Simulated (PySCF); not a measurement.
# Dipole response of Sn⁺ (tin, charge +1)

[Kr] 4d10 5s2 5p1, 2P determinant. Calculation: PySCF 2.14, in ANO-RCC-VTZP; the spin-free X2C one-electron Hamiltonian (Gaussian nucleus). Coupled (time-dependent) response in atomic units; α is the mean over directions. The basis has no added diffuse functions, which lowers α and C₆.

```tsv
method	mean α (bohr³)	α xx, yy, zz	C₆ (like pair)	S(−4)
UHF	25.88	25.26, 27.13, 25.26	207.8	199.0
PBE	23.93	22.55, 26.69, 22.55	188.8	164.6
PBE0	24.28	23.15, 26.53, 23.15	191.8	169.6
M06-L	23.94	22.57, 26.68, 22.57	190.6	159.7
PBEsol	23.72	22.40, 26.35, 22.40	186.5	161.9
```

S(−4) is the Cauchy moment in α(ω) = α(0) + S(−4) ω² + …

Spin-orbit coupling is absent.

α(iu) at PBE:

```
u (hartree)  α(iu) (bohr³)
          0          23.93
     0.0500          23.53
      0.100          22.41
      0.200          18.96
      0.300          15.31
      0.500         10.000
      0.750          6.515
       1.00          4.715
       1.50          2.958
       2.00          2.093
       3.00          1.230
       5.00         0.5717
```

For an ion, C₆ is the dispersion term alone; charge-induced terms of lower order in 1/R come first.

The components differ because the open shell of this determinant is not spherical; for a pure term their mean is the scalar polarisability.
